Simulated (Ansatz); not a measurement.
Consider the β-hydride elimination: `C[O][SnH2][S]C` → `C[S][SnH3]` + `C=O`.

Calculated with Ansatz (gas phase, PBE0-D4/def2-TZVP geometries, no zero-point term in ΔE). CCSD(T)/CBS adds triple-zeta CCSD(T) − MP2 to the extrapolated MP2 energy (def2 sets, frozen cores). This one scheme is used for every species. DFT in def2-TZVPP. def2 core potentials past Kr. For Sn outer-core shells are correlated without core-valence functions, which leaves a few kJ/mol of doubt a bond. Each species was taken in one conformer, which may not be the lowest.

| level | ΔE (kcal/mol) |
| --- | --- |
| PBE0-D4 | 31.3 |
| PBE0 | 29.5 |

Task: What does CCSD(T)/CBS give? (Best estimate.)

Result: The calculation gave: +31.5 kcal/mol. The listed levels differ from it by -0.2, -2.0 kcal/mol.

Largest T1 diagnostic among the species: 0.015.

In def2-TZVPP, CCSD(T) changes the Hartree–Fock value by +5.8 kcal/mol (the triples alone add +0.5 kcal/mol) and MP2 by +8.4 kcal/mol. The D4 term adds +3.2 kcal/mol with B3LYP and +1.8 kcal/mol with PBE0; it sums over pairs of atoms, weighted by their polarisabilities, and B3LYP, whose exchange is more repulsive, gets the larger term. From PBE to PBE0 (25 % exact exchange), in def2-TZVPP and without D4, ΔE moves by +1.8 kcal/mol.

B3LYP here is the variant with VWN-RPA as its local correlation; programs differ in this.
